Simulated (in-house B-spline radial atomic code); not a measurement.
A run on neutral cobalt that did not converge. Method: non-relativistic BP86, spin-polarised, spherical fractional occupations, point nucleus; computed with a B-spline radial code for spherical atoms.

Command:
```bash
python run_scf.py task.json out
```
Settings:
```
Z                27
configuration    [Ar] 3d6.875 4s2 4d0.125
hamiltonian      nr
method           b88,p86
spin_polarised   True
```

First and last ten iterations of the last attempt (damped for 15 steps, keeping 80 % of the old Fock matrix, then DIIS):
```
 iter        energy (Eh)    residual
    1       -1379.927742    3.51e-01
    2       -1378.417744    3.98e-01
    3       -1381.088010    2.29e-01
    4       -1382.274900    1.26e-01
    5       -1382.716440    6.27e-02
    6       -1382.849851    2.75e-02
    7       -1382.882999    1.31e-02
    8       -1382.890274    8.98e-03
    9       -1382.891885    6.45e-03
   10       -1382.892324    4.84e-03
  111       -1382.892764    1.28e-05
  112       -1382.892765    1.10e-05
  113       -1382.892766    1.31e-05
  114       -1382.892765    1.17e-05
  115       -1382.892765    1.11e-05
  116       -1382.892763    1.89e-05
  117       -1382.892764    1.85e-05
  118       -1382.892761    3.23e-05
  119       -1382.892765    1.46e-05
  120       -1382.892765    1.57e-05
 not converged after 120 iterations
```

The smallest residual met was 3.8e-06; the threshold is about 3e-07. Over the last five steps the energy moves by less than 8e-06 hartree, but the orbitals didn't meet the threshold. Run time, properties included: 1.4 s on 1 thread of Arm Neoverse V2 (shared host).
